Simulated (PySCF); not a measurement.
PySCF job for YI2, SMILES [I][Y][I] (connectivity only; charge and spin as stated), neutral, multiplicity 2, IEF-PCM-PBE0/def2-SVP. Geometry optimised at r2SCAN-D4/def2-SVP. The def2 effective core potentials stand for the cores of I, Y; spin–orbit coupling is left out.

```python
import numpy as np
from pyscf import gto, scf, dft
from pyscf.solvent import pcm

mol = gto.M(
    atom='''
    Y     0.00000000    0.00000000    0.92153488
    I     0.00000000   -2.49963324   -0.33905528
    I     0.00000000    2.49963324   -0.33905528
    ''',
    basis='def2-SVP',
    ecp={'I': 'def2-svp', 'Y': 'def2-svp'},
    charge=0,
    spin=1,
    max_memory=1600,
    verbose=3,
)
mf = dft.UKS(mol, xc='pbe0').density_fit(auxbasis='def2-universal-jkfit')
mf.grids.level = 3
mf.conv_tol = 1e-9
mf.max_cycle = 100
mf.kernel()
fine, coarse = mf.grids, dft.Grids(mol).set(level=1).build(with_non0tab=True)
for _ in range(3):  # follow internal instabilities
    mf.grids = coarse
    mo, _, stable, _ = mf.stability(return_status=True, nroots=4)
    mf.grids = fine
    if stable:
        break
    mf.kernel(mf.make_rdm1(mo, mf.mo_occ))
res = {}
for name, eps in {'water': 78.355, 'n-hexane': 1.8819, '2-propanol': 19.264}.items():
    s = mf.PCM()
    s.with_solvent.method, s.with_solvent.eps, s.with_solvent.lebedev_order = 'IEF-PCM', eps, 29
    s.kernel(mf.make_rdm1())
    res[name] = (s.e_tot, eps, s.dip_moment(), s.mo_energy, s.converged)
    print(f'{name}: electrostatic solvation free energy {(s.e_tot - mf.e_tot) * 627.509474:.3f} kcal/mol')
```

Log of the run:

```

WARN: HOMO -1.13337537243491 >= LUMO -1.13337537243491

converged SCF energy = -633.854439735029  <S^2> = 0.75164775  2S+1 = 2.0016471
<class 'pyscf.df.df_jk.DFUKS'> wavefunction is stable in the internal stability analysis

WARN: PCM is an experimental feature. It is still in testing.
Features and APIs may be changed in the future.

converged SCF energy = -633.879082505697  <S^2> = 0.75160764  2S+1 = 2.001607
Dipole moment(X, Y, Z, Debye):  0.00000,  0.00000,  7.04917
water: electrostatic solvation free energy -15.464 kcal/mol

WARN: PCM is an experimental feature. It is still in testing.
Features and APIs may be changed in the future.

converged SCF energy = -633.862061020544  <S^2> = 0.75165431  2S+1 = 2.0016536
Dipole moment(X, Y, Z, Debye): -0.00000, -0.00000,  4.74907
n-hexane: electrostatic solvation free energy -4.782 kcal/mol

WARN: PCM is an experimental feature. It is still in testing.
Features and APIs may be changed in the future.

converged SCF energy = -633.877237275447  <S^2> = 0.75162018  2S+1 = 2.0016195
Dipole moment(X, Y, Z, Debye):  0.00000, -0.00000,  6.83909
2-propanol: electrostatic solvation free energy -14.306 kcal/mol
```

The run converged.
